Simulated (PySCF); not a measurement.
**Re⁺: excitation energy**

Re⁺ [Xe] 4f14 5d5 6s1 (7S) → Re⁺ [Xe] 4f14 5d4 6s1 7s1 (7D), as a difference of total energies. Calculation: PySCF 2.14, in aug-cc-pwCVDZ-PP with ECP60MDF; scalar relativity through the core potential. Correlated levels: valence and next inner shell: nothing frozen outside the core potential. The calculations carry no spin-orbit coupling.

| method | excitation energy (eV) |
| --- | --- |
| UHF | 12.082 |
| MP2 (valence and next inner shell) | 12.633 |
| SCS-MP2 (valence and next inner shell) | 12.359 |
| CCSD (valence and next inner shell) | 12.468 |
| CCSD(T) (valence and next inner shell) | 12.431 |

Task: How much does correlation contribute at CCSD(T) (valence and next inner shell)?

Result: 12.431 − (12.082) = 0.349 eV, measured against UHF.

The promoted electron is Rydberg-like, and one or two diffuse shells describe it only roughly, which tends to raise the upper state.

The coupled-cluster amplitudes are large for the upper state (T1 above 0.03 or a double amplitude above 0.15), so a single reference is strained.
